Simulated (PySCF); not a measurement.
CH₆Hf, SMILES [HfH3][CH3], multiplicity 1. Heavy atoms are numbered as in [HfH3:1][CH3:2]. Hydrogens are named by the atom that carries them.

Coordinates come from a r2SCAN-D4/def2-TZVP optimisation. The multiplicity is an assumed one; other spin states were not compared. The def2 effective core potentials stand for the cores of Hf; spin–orbit coupling is left out.

These are CAM-B3LYP/def2-TZVPD run with PySCF values and carry that method's errors.

Mulliken values depend strongly on the basis, most of all with diffuse functions as here. ESP charges are fitted to the potential on shells at 1.4 to 2.0 van der Waals radii. Atomic charges (e), one atom of each kind:

| atom | ESP fit | Mulliken |
|---|---|---|
| Hf1 (HfH3) | … | 0.89 |
| C2 (CH3) | … | -1.21 |
| H on C2 | … | 0.31 |
| H on Hf1 | … | -0.20 |

Problem. Complete the blanks. (The exact figures need the calculation; the answer reports its results.)

Solution. 
- Hf1 (HfH3), ESP fit: 1.33
- C2 (CH3), ESP fit: -0.80
- H on C2, ESP fit: 0.17
- H on Hf1, ESP fit: -0.35
